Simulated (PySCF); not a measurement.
SMILES Fc1c(F)c(F)c(-c2ccc[se]2)c(F)c1F (GFN2-xTB optimised geometry):

```
19

F     -2.127    -4.083     0.001
C     -1.444    -2.938     0.000
C     -2.106    -1.715    -0.003
F     -3.441    -1.682    -0.006
C     -1.393    -0.524    -0.002
F     -2.117     0.603    -0.011
C      0.012    -0.480     0.002
C      0.778     0.746     0.007
C      0.298     2.038     0.063
C      1.275     3.046     0.048
C      2.559     2.598    -0.023
Se     2.666     0.765    -0.074
C      0.639    -1.737     0.000
F      1.982    -1.795    -0.002
C     -0.053    -2.938     0.000
F      0.619    -4.091     0.000
H     -0.747     2.282     0.121
H      1.019     4.091     0.090
H      3.441     3.212    -0.047
```

Level of theory: CAM-B3LYP/def2-SVP run with PySCF.

### Question
What are the frontier orbital energies and the dipole moment?

### Answer
HOMO-2 -8.88 eV, HOMO-1 -8.39 eV, HOMO -7.67 eV, LUMO -0.80 eV, LUMO+1 0.46 eV; dipole moment 2.08 D.

Meta-Löwdin charges at CAM-B3LYP/def2-SVP: F1 -0.23, C2 0.23, C3 0.22, F4 -0.23, C5 0.25, F6 -0.24, C7 -0.04, C8 -0.15, C9 -0.12, C10 -0.13, C11 -0.25, Se12 0.33, C13 0.24, F14 -0.24, C15 0.23, F16 -0.23, H17 0.12, H18 0.11, H19 0.13.
